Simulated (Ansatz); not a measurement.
Ansatz (an electronic-structure program) input (B3LYP-D3(BJ)/def2-TZVP):

Ansatz 0.2 input:
```yaml
crystal:
  periodic: [false, false, false]
  atoms:
    - {symbol: C, position_ang: [3.74306501, -0.01823666, 0.06935374]}
    - {symbol: C, position_ang: [2.38821145, -0.71716320, 0.00502753]}
    - {symbol: C, position_ang: [1.21189019, 0.25537609, 0.03509284]}
    - {symbol: C, position_ang: [-0.14843019, -0.43377566, -0.02565932]}
    - {symbol: C, position_ang: [-1.32158030, 0.54186008, 0.00207876]}
    - {symbol: C, position_ang: [-2.67192091, -0.16191639, -0.07477716]}
    - {symbol: O, position_ang: [-3.77155407, 0.63950871, -0.02081190]}
    - {symbol: H, position_ang: [3.87277495, 0.66522224, -0.77326176]}
    - {symbol: H, position_ang: [3.83943929, 0.56782640, 0.98651228]}
    - {symbol: H, position_ang: [4.56506867, -0.73585284, 0.04521044]}
    - {symbol: H, position_ang: [2.33080037, -1.32264541, -0.90545306]}
    - {symbol: H, position_ang: [2.29705196, -1.41763593, 0.84164758]}
    - {symbol: H, position_ang: [1.29989893, 0.95545021, -0.80310198]}
    - {symbol: H, position_ang: [1.26852006, 0.86377935, 0.94450829]}
    - {symbol: H, position_ang: [-0.23548767, -1.13328474, 0.81389477]}
    - {symbol: H, position_ang: [-0.20193427, -1.04430603, -0.93440076]}
    - {symbol: H, position_ang: [-1.29354279, 1.14324230, 0.91488396]}
    - {symbol: H, position_ang: [-1.24726329, 1.24028420, -0.83655495]}
    - {symbol: H, position_ang: [-2.78787561, -0.87587842, 0.76830545]}
    - {symbol: H, position_ang: [-2.74242954, -0.81913650, -0.96239355]}
basis:
  gaussian:
    orbitals: def2-TZVP
hamiltonian:
  xc: b3lyp
  dispersion: d3bj
magnetization: {spin_polarized: true, initial_magnetization: 1}
phonons: {temperatures: {t_min: 298.15, t_max: 298.15, t_step: 100}}
```

Output:

```
Functional definition: B3LYP
integrals: 0.27 GiB planned
1803 factors; their error is unknown
0.36 GiB of the device are held for the grids
1.93 GiB of device memory are held for the factors and their scratch space
mean field: 2.26 GiB planned
mean field evaluation 1: about -8466.1422 eV, gradient 6.0e1 eV
mean field evaluation 2: about -8455.5412 eV, gradient 7.4e1 eV
mean field evaluation 4: about -8483.1277 eV, gradient 3.8e0 eV
mean field evaluation 8: about -8483.2054 eV, gradient 1.5e-1 eV
mean field evaluation 16: about -8483.1593 eV, gradient 1.5e-2 eV
mean field evaluation 32: about -8483.1593 eV, gradient 3.4e-5 eV
mean field -8483.15931414 eV, -311.7503547029 hartree, gradient 1.1e-5 eV, S^2 0.753844; 2 other end points of the search recorded, 0 dependent functions left out
the calculation of the forces begins
reference -8483.15966843 eV, -311.7503677228 hartree; 29, 28 occupied and 266, 267 virtual orbitals, 1803 factors
these checks for a lower state are left out or cut short: stability, starts, cluster_reference, orbital_swaps, neighbouring_geometries, increment
integrals: 0.27 GiB planned
1803 factors; their error is unknown
0.36 GiB of the device are held for the grids
1.93 GiB of device memory are held for the factors and their scratch space
mean field: 2.26 GiB planned
mean field -8483.15921973 eV, -311.7503512331 hartree, gradient 1.1e-6 eV, S^2 0.753844; 0 other end points of the search recorded, 0 dependent functions left out
the calculation of the forces begins
reference -8483.15957394 eV, -311.7503642503 hartree; 29, 28 occupied and 266, 267 virtual orbitals, 1803 factors
these checks for a lower state are left out or cut short: stability, starts, cluster_reference, orbital_swaps, neighbouring_geometries, increment
integrals: 0.27 GiB planned
1803 factors; their error is unknown
0.36 GiB of the device are held for the grids
1.93 GiB of device memory are held for the factors and their scratch space
mean field: 2.26 GiB planned
mean field -8483.15911076 eV, -311.7503472287 hartree, gradient 1.0e-6 eV, S^2 0.753844; 0 other end points of the search recorded, 0 dependent functions left out
the calculation of the forces begins
reference -8483.15946512 eV, -311.7503602513 hartree; 29, 28 occupied and 266, 267 virtual orbitals, 1803 factors
these checks for a lower state are left out or cut short: stability, starts, cluster_reference, orbital_swaps, neighbouring_geometries, increment
integrals: 0.27 GiB planned
1803 factors; their error is unknown
0.36 GiB of the device are held for the grids
1.93 GiB of device memory are held for the factors and their scratch space
mean field: 2.26 GiB planned
mean field evaluation 64: about -8483.1592 eV, gradient 6.2e-4 eV
mean field -8483.15914891 eV, -311.7503486307 hartree, gradient 1.0e-6 eV, S^2 0.753844; 0 other end points of the search recorded, 0 dependent functions left out
the calculation of the forces begins
reference -8483.15950317 eV, -311.7503616496 hartree; 29, 28 occupied and 266, 267 virtual orbitals, 1803 factors
these checks for a lower state are left out or cut short: stability, starts, cluster_reference, orbital_swaps, neighbouring_geometries, increment
integrals: 0.27 GiB planned
1803 factors; their error is unknown
0.36 GiB of the device are held for the grids
1.93 GiB of device memory are held for the factors and their scratch space
mean field: 2.26 GiB planned
[...]
0.36 GiB of the device are held for the grids
1.93 GiB of device memory are held for the factors and their scratch space
mean field: 2.26 GiB planned
mean field -8483.15926230 eV, -311.7503527975 hartree, gradient 1.1e-6 eV, S^2 0.753832; 0 other end points of the search recorded, 0 dependent functions left out
the calculation of the forces begins
reference -8483.15961656 eV, -311.7503658165 hartree; 29, 28 occupied and 266, 267 virtual orbitals, 1803 factors
these checks for a lower state are left out or cut short: stability, starts, cluster_reference, orbital_swaps, neighbouring_geometries, increment
integrals: 0.27 GiB planned
1803 factors; their error is unknown
0.36 GiB of the device are held for the grids
1.93 GiB of device memory are held for the factors and their scratch space
mean field: 2.26 GiB planned
mean field -8483.15928233 eV, -311.7503535339 hartree, gradient 1.3e-6 eV, S^2 0.753856; 0 other end points of the search recorded, 0 dependent functions left out
the calculation of the forces begins
reference -8483.15963665 eV, -311.7503665548 hartree; 29, 28 occupied and 266, 267 virtual orbitals, 1803 factors
these checks for a lower state are left out or cut short: stability, starts, cluster_reference, orbital_swaps, neighbouring_geometries, increment
integrals: 0.27 GiB planned
1803 factors; their error is unknown
0.36 GiB of the device are held for the grids
1.93 GiB of device memory are held for the factors and their scratch space
mean field: 2.26 GiB planned
mean field evaluation 1024: about -8483.1949 eV, gradient 7.4e-4 eV
mean field -8483.15926737 eV, -311.7503529840 hartree, gradient 1.1e-6 eV, S^2 0.753852; 0 other end points of the search recorded, 0 dependent functions left out
the calculation of the forces begins
reference -8483.15962171 eV, -311.7503660057 hartree; 29, 28 occupied and 266, 267 virtual orbitals, 1803 factors
these checks for a lower state are left out or cut short: stability, starts, cluster_reference, orbital_swaps, neighbouring_geometries, increment
integrals: 0.27 GiB planned
1803 factors; their error is unknown
0.36 GiB of the device are held for the grids
1.93 GiB of device memory are held for the factors and their scratch space
mean field: 2.26 GiB planned
mean field -8483.15925024 eV, -311.7503523543 hartree, gradient 1.2e-6 eV, S^2 0.753836; 0 other end points of the search recorded, 0 dependent functions left out
the calculation of the forces begins
reference -8483.15960448 eV, -311.7503653725 hartree; 29, 28 occupied and 266, 267 virtual orbitals, 1803 factors
these checks for a lower state are left out or cut short: stability, starts, cluster_reference, orbital_swaps, neighbouring_geometries, increment
integrals: 0.27 GiB planned
1803 factors; their error is unknown
0.36 GiB of the device are held for the grids
1.93 GiB of device memory are held for the factors and their scratch space
mean field: 2.26 GiB planned
mean field -8483.15926969 eV, -311.7503530691 hartree, gradient 1.2e-6 eV, S^2 0.753844; 0 other end points of the search recorded, 0 dependent functions left out
the calculation of the forces begins
reference -8483.15962397 eV, -311.7503660889 hartree; 29, 28 occupied and 266, 267 virtual orbitals, 1803 factors
these checks for a lower state are left out or cut short: stability, starts, cluster_reference, orbital_swaps, neighbouring_geometries, increment
integrals: 0.27 GiB planned
1803 factors; their error is unknown
0.36 GiB of the device are held for the grids
1.93 GiB of device memory are held for the factors and their scratch space
mean field: 2.26 GiB planned
mean field evaluation 1056: about -8483.1593 eV, gradient 1.6e-4 eV
mean field -8483.15932744 eV, -311.7503551913 hartree, gradient 1.3e-6 eV, S^2 0.753844; 0 other end points of the search recorded, 0 dependent functions left out
the calculation of the forces begins
reference -8483.15968173 eV, -311.7503682114 hartree; 29, 28 occupied and 266, 267 virtual orbitals, 1803 factors
these checks for a lower state are left out or cut short: stability, starts, cluster_reference, orbital_swaps, neighbouring_geometries, increment
integrals: 0.27 GiB planned
1803 factors; their error is unknown
0.36 GiB of the device are held for the grids
1.93 GiB of device memory are held for the factors and their scratch space
mean field: 2.26 GiB planned
mean field -8483.15926379 eV, -311.7503528524 hartree, gradient 1.2e-6 eV, S^2 0.753837; 0 other end points of the search recorded, 0 dependent functions left out
the calculation of the forces begins
reference -8483.15961805 eV, -311.7503658711 hartree; 29, 28 occupied and 266, 267 virtual orbitals, 1803 factors
these checks for a lower state are left out or cut short: stability, starts, cluster_reference, orbital_swaps, neighbouring_geometries, increment
integrals: 0.27 GiB planned
1803 factors; their error is unknown
0.36 GiB of the device are held for the grids
1.93 GiB of device memory are held for the factors and their scratch space
mean field: 2.26 GiB planned
mean field -8483.15928591 eV, -311.7503536654 hartree, gradient 3.4e-6 eV, S^2 0.753851; 0 other end points of the search recorded, 0 dependent functions left out
the calculation of the forces begins
reference -8483.15964023 eV, -311.7503666865 hartree; 29, 28 occupied and 266, 267 virtual orbitals, 1803 factors
these checks for a lower state are left out or cut short: stability, starts, cluster_reference, orbital_swaps, neighbouring_geometries, increment
integrals: 0.27 GiB planned
1803 factors; their error is unknown
0.36 GiB of the device are held for the grids
1.93 GiB of device memory are held for the factors and their scratch space
mean field: 2.26 GiB planned
mean field -8483.15923609 eV, -311.7503518343 hartree, gradient 3.2e-6 eV, S^2 0.753842; 0 other end points of the search recorded, 0 dependent functions left out
the calculation of the forces begins
reference -8483.15959033 eV, -311.7503648525 hartree; 29, 28 occupied and 266, 267 virtual orbitals, 1803 factors
these checks for a lower state are left out or cut short: stability, starts, cluster_reference, orbital_swaps, neighbouring_geometries, increment
integrals: 0.27 GiB planned
1803 factors; their error is unknown
0.36 GiB of the device are held for the grids
1.93 GiB of device memory are held for the factors and their scratch space
mean field: 2.26 GiB planned
mean field evaluation 1088: about -8483.1593 eV, gradient 1.6e-4 eV
mean field -8483.15926481 eV, -311.7503528900 hartree, gradient 1.1e-6 eV, S^2 0.753846; 0 other end points of the search recorded, 0 dependent functions left out
the calculation of the forces begins
reference -8483.15961915 eV, -311.7503659117 hartree; 29, 28 occupied and 266, 267 virtual orbitals, 1803 factors
Total energy: -8483.83855506 eV, -311.7753163463 hartree
Atom 0 at     3.743065    -0.018237     0.069354 Å, force     0.000267    -0.000321    -0.000315 eV/Å
Atom 1 at     2.388211    -0.717163     0.005028 Å, force     0.000345     0.000244     0.000762 eV/Å
Atom 2 at     1.211890     0.255376     0.035093 Å, force    -0.000024    -0.000613     0.000057 eV/Å
Atom 3 at    -0.148430    -0.433776    -0.025659 Å, force    -0.000482     0.000491    -0.000204 eV/Å
Atom 4 at    -1.321580     0.541860     0.002079 Å, force    -0.000187     0.001242     0.000148 eV/Å
Atom 5 at    -2.671921    -0.161916    -0.074777 Å, force    -0.001601    -0.000838     0.001908 eV/Å
Atom 6 at    -3.771554     0.639509    -0.020812 Å, force     0.001164    -0.000722    -0.000522 eV/Å
Atom 7 at     3.872775     0.665222    -0.773262 Å, force     0.000034    -0.000074    -0.000187 eV/Å
Atom 8 at     3.839439     0.567826     0.986512 Å, force    -0.000131     0.000122    -0.000090 eV/Å
Atom 9 at     4.565069    -0.735853     0.045210 Å, force    -0.000054     0.000176     0.000108 eV/Å
Atom 10 at     2.330800    -1.322645    -0.905453 Å, force    -0.000136    -0.000010     0.000041 eV/Å
Atom 11 at     2.297052    -1.417636     0.841648 Å, force     0.000041     0.000082     0.000071 eV/Å
Atom 12 at     1.299899     0.955450    -0.803102 Å, force     0.000028    -0.000062    -0.000190 eV/Å
Atom 13 at     1.268520     0.863779     0.944508 Å, force    -0.000223    -0.000201    -0.000234 eV/Å
Atom 14 at    -0.235488    -1.133285     0.813895 Å, force     0.000105    -0.000089    -0.000129 eV/Å
Atom 15 at    -0.201934    -1.044306    -0.934401 Å, force     0.000087     0.000235    -0.000182 eV/Å
Atom 16 at    -1.293543     1.143242     0.914884 Å, force     0.000445    -0.000285     0.000048 eV/Å
Atom 17 at    -1.247263     1.240284    -0.836555 Å, force     0.000416     0.000258     0.000147 eV/Å
Atom 18 at    -2.787876    -0.875878     0.768305 Å, force    -0.000143     0.000455    -0.000446 eV/Å
Atom 19 at    -2.742430    -0.819137    -0.962394 Å, force     0.000050    -0.000090    -0.000793 eV/Å
Dipole moment:     0.397886    -0.260514    -0.001047 e Å
Vibrations: 60.72 78.55 102.15 134.27 143.19 245.77 253.36 297.72 337.28 434.76 517.20 735.41 756.26 828.70 900.29 935.27 994.95 1029.24 1034.58 1054.02 1071.85 1074.72 1140.06 1213.95 1248.31 1262.29 1299.85 1318.19 1334.16 1336.46 1347.25 1376.83 1395.66 1404.90 1416.75 1486.12 1487.26 1494.09 1499.97 1504.47 1514.25 2857.39 2895.50 2996.94 3003.69 3014.53 3014.94 3026.29 3027.69 3029.94 3050.00 3070.19 3084.99 3091.21 cm⁻¹, zero-point energy 4.851776 eV
```

It need not be the lowest isomer of its formula.
